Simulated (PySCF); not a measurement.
## Molecular orbitals of SbS⁺

MN15 at R = 2.151 Å; Sb cc-pVDZ-PP with ECP28, S cc-pV(D+d)Z; scalar-relativistic core potentials (PySCF 2.14). State: ¹Σ⁺ (singlet), closed shell. Only the outer orbitals are listed, counted within each symmetry, core potentials removing the inner ones.

```
orbital  occ.  ε (eV)  on Sb (%)          main shells (%)
     7σ     2  -27.39         31          66 S s, 24 Sb s
     8σ     2  -21.58         65   63 Sb s, 26 S s, 9 S p
     9σ     2  -15.97         45  52 S p, 35 Sb p, 9 Sb s
     4π     2  -15.34         32          67 S p, 30 Sb p
     4π     2  -15.34         32          67 S p, 30 Sb p
     5π     0   -9.33         70          69 Sb p, 30 S p
     5π     0   -9.33         70          69 Sb p, 30 S p
    10σ     0   -5.17         79  67 Sb p, 23 S p, 8 Sb d
```

**Question.** Which are the highest filled and the lowest empty level, where do they sit, and how wide is the gap?

**Answer.** Highest filled 4π at -15.34 eV (in %: 67 S p, 30 Sb p); lowest empty 5π at -9.33 eV (in %: 69 Sb p, 30 S p); the gap at MN15 is 6.01 eV.

```json
{
  "bond order (Mayer)": "2.69",
  "⟨S²⟩": "0.000",
  "charge on Sb (Mulliken, basis-dependent)": "0.90",
  "charge on Sb (Löwdin, basis-dependent)": "0.91",
  "dipole moment (positive dipole points towards S; it is taken about the centre of mass and depends on that origin)": "-1.30 D"
}
```

Spin–orbit coupling is left out.
